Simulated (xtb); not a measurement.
CH2, triplet, geometry from GFN2-xTB; GFN1-xTB in xtb.

xtb was given this input:
```
$ xtb mol.xyz --gfn 1 --uhf 2 --grad --json

# file mol.xyz
3

C     -0.00086561     0.10089553     0.01170220
H     -0.97847113    -0.31231328    -0.02467531
H      0.98366479    -0.29305989    -0.04553788
```

What the program printed (banner, timings and long lists left out):

```
   ID    Z sym.   atoms
    1    6 C      1
    2    1 H      2, 3

           -------------------------------------------------
          |                Calculation Setup                |
           -------------------------------------------------

           -------------------------------------------------
          |                 G F N 1 - x T B                 |
           -------------------------------------------------

          ...................................................
          :                      SETUP                      :
          :.................................................:
          :  # basis functions                   8          :
          :  # atomic orbitals                   8          :
          :  # shells                            6          :
          :  # electrons                         6          :
          :  # halogen bonds                     0          :
          :  max. iterations                   250          :
          :  Hamiltonian                  GFN1-xTB          :
          :  restarted?                      false          :
          :  GBSA solvation                  false          :
          :  PC potential                    false          :
          :  electronic temp.          300.0000000     K    :
          :  accuracy                    1.0000000          :
          :  -> integral cutoff          0.2500000E+02      :
          :  -> integral neglect         0.1000000E-07      :
          :  -> SCF convergence          0.1000000E-05 Eh   :
          :  -> wf. convergence          0.2000000E-04 e    :
          :  Broyden damping             0.4000000          :
          :  net charge                          0          :
          :  unpaired electrons                  2          :
          ...................................................

 iter      E             dE          RMSdq      gap      omega  full diag
   1     -3.0137551 -0.301376E+01  0.722E+00    6.35       0.0  T
   2     -3.0151549 -0.139981E-02  0.425E+00    6.65       1.0  T
   3     -3.0154637 -0.308857E-03  0.386E-01    7.04       1.0  T
   4     -3.0155349 -0.711927E-04  0.106E-01    6.88       1.0  T
   5     -3.0155414 -0.649104E-05  0.730E-04    6.91      79.1  T
   6     -3.0155414 -0.293379E-09  0.257E-05    6.91    2247.1  T
   7     -3.0155414 -0.643929E-13  0.361E-06    6.91   15985.4  T

   *** convergence criteria satisfied after 7 iterations ***

 transition dipole moment (au) for excitation:           3           4
     X       Y       Z
   0.0026  -0.0254   0.2191  total (au/Debye):    0.221   0.561
 dE (eV)             :    0.577
 oscillator strength :  0.97186E-03

         :::::::::::::::::::::::::::::::::::::::::::::::::::::
         ::                     SUMMARY                     ::
         :::::::::::::::::::::::::::::::::::::::::::::::::::::
         :: total energy              -2.974568568240 Eh    ::
         :: gradient norm              0.009194376474 Eh/a0 ::
         :: HOMO-LUMO gap              6.913755954767 eV    ::
         ::.................................................::
         :: SCC energy                -3.015541401772 Eh    ::
         :: -> electrostatic           0.000275911729 Eh    ::
         :: repulsion energy           0.041164768562 Eh    ::
         :: dispersion energy         -0.000191935030 Eh    ::
         :: halogen bond corr.         0.000000000000 Eh    ::
         :: add. restraining           0.000000000000 Eh    ::
         :: total charge              -0.000000000000 e     ::
         :::::::::::::::::::::::::::::::::::::::::::::::::::::

           -------------------------------------------------
          |                Property Printout                |
           -------------------------------------------------

    * Orbital Energies and Occupations

         #    Occupation            Energy/Eh            Energy/eV
      -------------------------------------------------------------
         1        2.0000           -0.5973816             -16.2556
         2        2.0000           -0.5349348             -14.5563
         3        1.0000           -0.3863189             -10.5123
         4        1.0000           -0.3651310              -9.9357 (HOMO)
         5                         -0.1110552              -3.0220 (LUMO)
         6                         -0.0698529              -1.9008
         7                          0.2541913               6.9169
         8                          0.4845017              13.1840
      -------------------------------------------------------------
                  HL-Gap            0.2540759 Eh            6.9138 eV
             Fermi-level           -0.3493599 Eh           -9.5066 eV

  Mulliken/CM5 charges         n(s)   n(p)   n(d)
     1C    -0.10269 -0.20511   1.193  2.910  0.000
     2H     0.05135  0.10255   0.949  0.000  0.000
     3H     0.05135  0.10255   0.949  0.000  0.000

Wiberg/Mayer (AO) data.
largest (>0.10) Wiberg bond orders for each atom

 ---------------------------------------------------------------------------
     #   Z sym  total        # sym  WBO       # sym  WBO       # sym  WBO
 ---------------------------------------------------------------------------
     1   6 C    2.006 --     2 H    1.003     3 H    1.003
     2   1 H    1.009 --     1 C    1.003
     3   1 H    1.009 --     1 C    1.003
 ---------------------------------------------------------------------------

Topologies differ in total number of bonds
Writing topology from bond orders to xtbtopo.mol

 dipole moment from electron density (au)
     X       Y       Z
   0.0020  -0.2282  -0.0265  total (Debye):    0.584

           -------------------------------------------------
          | TOTAL ENERGY               -2.974568568240 Eh   |
          | GRADIENT NORM               0.009194376474 Eh/α |
          | HOMO-LUMO GAP               6.913755954767 eV   |
           -------------------------------------------------

normal termination of xtb
```
